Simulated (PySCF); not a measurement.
Delta-SCF ions had no search for a lower state. Excitations are Tamm–Dancoff values on a coarser integration grid. The basis has no diffuse functions, so Rydberg states are missing or too high.

## Br$_{4}$Si, SMILES `Br[Si](Br)(Br)Br` (charge 0, multiplicity 1)

All values below come from r2SCAN-D4/def2-TZVP in PySCF.

The HOMO is -7.77 eV and the dipole moment comes out as 0.00 D. The HOMO–LUMO gap is 5.44 eV and the LUMO is -2.32 eV. The S1 excitation (TDA) is 5.55 eV. The S1 oscillator strength comes out as 0.000, the vertical ionisation energy (Delta-SCF) is 10.20 eV and the total energy comes out as -10586.2459 Ha. The cost is around 12 core-minutes (rough).

Bonded distances (Å): Br1–Si2 2.200, Si2–Br3 2.200, Si2–Br4 2.200, Si2–Br5 2.200. Angles (°): Br1–Si2–Br3 109.5, Br1–Si2–Br4 109.5, Br1–Si2–Br5 109.5, Br3–Si2–Br4 109.5, Br3–Si2–Br5 109.5, Br4–Si2–Br5 109.5.
Charge 0, spin multiplicity 1.
